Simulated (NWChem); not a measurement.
Everything below was run with NWChem. System: Br (-1), charge -1, spin multiplicity 1. Level: B2PLYP/def2-SVPD, 9 core orbitals frozen.

Output (cleaned and shortened):

```
             Northwest Computational Chemistry Package (NWChem) 7.3.0
             --------------------------------------------------------

                                NWChem Input Module
                                -------------------

 Scaling coordinates for geometry "geometry" by  1.889725989
 (inverse scale =  0.529177249)

                             Geometry "geometry" -> ""
                             -------------------------

 Output coordinates in angstroms (scale by  1.889725989 to convert to a.u.)

  No.       Tag          Charge          X              Y              Z
 ---- ---------------- ---------- -------------- -------------- --------------
    1 Br                  35.0000     0.00000000     0.00000000     0.00000000

 Effective nuclear repulsion energy (a.u.)       0.0000000000

            Nuclear Dipole moment (a.u.)
            ----------------------------
        X                 Y               Z
 ---------------- ---------------- ----------------
     0.0000000000     0.0000000000     0.0000000000

      Symmetry information
      --------------------

 Group name             D2h
 Group number             26
 Group order               8
 No. of unique centers     1

      Symmetry unique atoms

     1


 Summary of "ao basis" -> "" (spherical)
 ------------------------------------------------------------------------------
       Tag                 Description            Shells   Functions and Types
 ---------------- ------------------------------  ------  ---------------------
 *                         def2-svpd                  on all atoms

  dft_input: which_mp2 not specified, using semidirect MP2 by default.

                                 NWChem DFT Module
                                 -----------------

 Summary of "ao basis" -> "ao basis" (spherical)
 ------------------------------------------------------------------------------
       Tag                 Description            Shells   Functions and Types
 ---------------- ------------------------------  ------  ---------------------
 Br                        def2-svpd                15       41   6s5p4d

 Summary of "ao basis" -> "ao basis" (spherical)
 ------------------------------------------------------------------------------
       Tag                 Description            Shells   Functions and Types
 ---------------- ------------------------------  ------  ---------------------
 Br                        def2-svpd                15       41   6s5p4d

      Symmetry analysis of basis
      --------------------------

        ag         14
        au          0
        b1g         4
        b1u         5
        b2g         4
        b2u         5
        b3g         4
        b3u         5

            General Information
            -------------------
          SCF calculation type: DFT
          Wavefunction type:  closed shell.
          No. of atoms     :     1
          No. of electrons :    36
           Alpha electrons :    18
            Beta electrons :    18
          Charge           :    -1
          Spin multiplicity:     1
          Use of symmetry is: on ; symmetry adaption is: on
          Maximum number of iterations: 100
          AO basis - number of functions:    41
                     number of shells:    15
          Convergence on energy requested:  1.00D-06
          Convergence on density requested:  1.00D-05
          Convergence on gradient requested:  5.00D-04

              XC Information
              --------------
                     Hartree-Fock (Exact) Exchange  0.530
                    Becke 1988 Exchange Functional  0.470
              Lee-Yang-Parr Correlation Functional  0.730

             Grid Information
             ----------------
          Grid used for XC integration:  medium
          Radial quadrature: Mura-Knowles
          Angular quadrature: Lebedev.
          Tag              B.-S. Rad. Rad. Pts. Rad. Cut. Ang. Pts.
          ---              ---------- --------- --------- ---------
          Br                  1.15      112           8.0       590
          Grid pruning is: on
          Number of quadrature shells:   112
          Spatial weights used:  Erf1
[...]
 d= 0,ls=0.0,diis     1  -2572.6638045130 -2.57D+03  8.53D-02  2.01D+01     0.3

 !! scf_movecs_sym_adapt:   26 vectors were symmetry contaminated

  Symmetry fudging

 !! scf_movecs_sym_adapt:   21 vectors were symmetry contaminated

 d= 0,ls=0.0,diis     2  -2573.0217615662 -3.58D-01  4.39D-02  8.40D+00     0.3

 !! scf_movecs_sym_adapt:   26 vectors were symmetry contaminated

  Symmetry fudging

 !! scf_movecs_sym_adapt:   26 vectors were symmetry contaminated

 d= 0,ls=0.0,diis     3  -2573.4568797340 -4.35D-01  1.88D-03  9.14D-03     0.3

 !! scf_movecs_sym_adapt:   28 vectors were symmetry contaminated

  Symmetry fudging

 !! scf_movecs_sym_adapt:   20 vectors were symmetry contaminated

 d= 0,ls=0.0,diis     4  -2573.4574794832 -6.00D-04  3.29D-04  1.47D-04     0.3

 !! scf_movecs_sym_adapt:   26 vectors were symmetry contaminated

  Symmetry fudging

 !! scf_movecs_sym_adapt:   26 vectors were symmetry contaminated

 d= 0,ls=0.0,diis     5  -2573.4575002021 -2.07D-05  3.03D-05  4.15D-07     0.3

 !! scf_movecs_sym_adapt:   26 vectors were symmetry contaminated

  Symmetry fudging

 !! scf_movecs_sym_adapt:   26 vectors were symmetry contaminated

 d= 0,ls=0.0,diis     6  -2573.4575003240 -1.22D-07  4.59D-06  1.62D-08     0.4

         Total DFT energy =    -2573.457500324004
      One electron energy =    -3592.575052744286
           Coulomb energy =     1110.190157884143
    Exchange-Corr. energy =      -91.072605463861
 Nuclear repulsion energy =        0.000000000000

 Numeric. integr. density =       36.000000006267

     Total iterative time =      0.2s

                  Occupations of the irreducible representations
                  ----------------------------------------------

                     irrep           alpha         beta
                     --------     --------     --------
                     ag                6.0          6.0
                     au                0.0          0.0
                     b1g               1.0          1.0
                     b1u               3.0          3.0
                     b2g               1.0          1.0
                     b2u               3.0          3.0
                     b3g               1.0          1.0
                     b3u               3.0          3.0

                       DFT Final Molecular Orbital Analysis
                       ------------------------------------

 Vector   16  Occ=2.000000D+00  E=-7.581666D-02  Symmetry=b2u
              MO Center=  2.1D-30, -1.2D-21,  8.3D-33, r^2= 1.8D+00
   Bfn.  Coefficient  Atom+Function         Bfn.  Coefficient  Atom+Function
  ----- ------------  ---------------      ----- ------------  ---------------
    17      0.561077  1 Br py                14      0.499194  1 Br py
    11     -0.334324  1 Br py                20      0.163411  1 Br py
     8      0.108542  1 Br py

 Vector   17  Occ=2.000000D+00  E=-7.581666D-02  Symmetry=b3u
              MO Center= -1.2D-21, -1.7D-32,  1.4D-32, r^2= 1.8D+00
   Bfn.  Coefficient  Atom+Function         Bfn.  Coefficient  Atom+Function
  ----- ------------  ---------------      ----- ------------  ---------------
    16      0.561077  1 Br px                13      0.499194  1 Br px
    10     -0.334324  1 Br px                19      0.163411  1 Br px
     7      0.108542  1 Br px

 Vector   18  Occ=2.000000D+00  E=-7.581666D-02  Symmetry=b1u
              MO Center= -9.9D-33,  7.1D-33,  2.0D-21, r^2= 1.8D+00
   Bfn.  Coefficient  Atom+Function         Bfn.  Coefficient  Atom+Function
  ----- ------------  ---------------      ----- ------------  ---------------
    18      0.561077  1 Br pz                15      0.499194  1 Br pz
    12     -0.334324  1 Br pz                21      0.163411  1 Br pz
     9      0.108542  1 Br pz

 Vector   19  Occ=0.000000D+00  E= 2.478587D-01  Symmetry=ag
              MO Center=  4.6D-39, -1.8D-38, -2.9D-38, r^2= 7.4D+00
   Bfn.  Coefficient  Atom+Function         Bfn.  Coefficient  Atom+Function
  ----- ------------  ---------------      ----- ------------  ---------------
     6      1.904359  1 Br s                  5     -1.454673  1 Br s
     3      0.159201  1 Br s                  2     -0.033159  1 Br s

 Vector   20  Occ=0.000000D+00  E= 2.575847D-01  Symmetry=b1u
              MO Center=  8.5D-33,  1.1D-32, -1.6D-25, r^2= 1.0D+01
   Bfn.  Coefficient  Atom+Function         Bfn.  Coefficient  Atom+Function
  ----- ------------  ---------------      ----- ------------  ---------------
    21      1.182824  1 Br pz                18     -0.599756  1 Br pz
    15     -0.148036  1 Br pz                12      0.126602  1 Br pz
     9     -0.041270  1 Br pz

 Vector   21  Occ=0.000000D+00  E= 2.575847D-01  Symmetry=b2u
              MO Center=  7.5D-32,  1.7D-25, -1.7D-31, r^2= 1.0D+01
   Bfn.  Coefficient  Atom+Function         Bfn.  Coefficient  Atom+Function
  ----- ------------  ---------------      ----- ------------  ---------------
    20      1.182824  1 Br py                17     -0.599756  1 Br py
    14     -0.148036  1 Br py                11      0.126602  1 Br py
     8     -0.041270  1 Br py

                   NWChem MP2 Semi-direct Energy/Gradient Module
                   ---------------------------------------------

  Basis functions       =     41
  Molecular orbitals    =     41
  Frozen core           =      9
  Frozen virtuals       =      0
  Active alpha occupied =      9
  Active beta occupied  =      9
  Active alpha virtual  =     23
  Active beta virtual   =     23
  Use MO symmetry       = T
  Use skeleton AO sym   = T

  AO/Fock/Back tols     =   1.0D-09  1.0D-09  1.0D-09

 GA uses MA = F    GA memory limited = T

 Available:
  local mem=  4.43D+07
 global mem=  1.44D+08
 local disk=  0.00D+00
  mp2_memr nvloc                    23
  nvloc new                    23
   1 passes of   9:        3145728                       8707                    608906.
   1 passes of   9: M     44324150           G      144175838           F      41178422.

 Semi-direct pass number   1 of   1  for RHF alpha+beta  at        0.4s
  vrange nnbf                   861
  mp2_eaftype                    10  avail_ma_in_mb                   386
 EAF : mp2_eaftype filesize          10     304453.
  mp2_eaf for mointskh                     10
Node 0 wrote      1.4 Mb in      0.0 s     Agg I/O rate:  1476.9 Mb/s
 Done moints_semi at        0.7s
  mp2_eaftype                    10  avail_ma_in_mb                   386
 EAF : mp2_eaftype filesize          10     304453.
  mp2_eaf for kh                    10
 Done maket at        0.7s
 Done multipass loop at        0.7s

          -------------------------------------------
          DFT energy                   -2573.457500324004
          Unscaled MP2 energy             -0.290772461144
          Total DFT+MP2 energy         -2573.536008888513
          -------------------------------------------

 -----------------------
 Performance information
 -----------------------

 Timer overhead =  9.65D-08 seconds/call

               Nr. of calls         CPU time (s)                 Wall time (s)                GFlops
             ---------------    -------------------     ------------------------------   -------------------
Name         Min   Avg   Max    Min     Avg     Max     Min     Avg     Max   Mx/calls   Min     Max     Sum
mp2: moin     1     1     1   0.30    0.30    0.30     0.30    0.30    0.30    0.30      0.0     0.0     0.0
mp2: make     1     1     1   6.61E-3 6.61E-3 6.61E-3  6.61E-3 6.61E-3 6.61E-3 6.61E-3   0.0     0.0     0.0
mp2: tota     1     1     1   0.32    0.32    0.32     0.32    0.32    0.32    0.32      0.0     0.0     0.0

 The average no. of pstat calls per process was 3.00D+00
 with a timing overhead of 2.90D-07s

 Task  times  cpu:        0.7s     wall:        0.7s

 Total times  cpu:        0.7s     wall:        0.7s
```

Problem. Write an NWChem input that would produce this output.

Solution. This is not unique; one that fits is 
```
start mol
memory heap 200 mb stack 900 mb global 1100 mb
charge -1
geometry units angstroms nocenter noautoz
  Br     0.000000     0.000000     0.000000
  symmetry group D2h
end
basis spherical
  * library def2-svpd
end
dft
  xc hfexch 0.53 becke88 0.47 lyp 0.73 mp2 0.27
  dftmp2
  semidirect memsize 60000000 filesize 0
  iterations 100
end
mp2
  freeze core 9
end
task dft energy
```
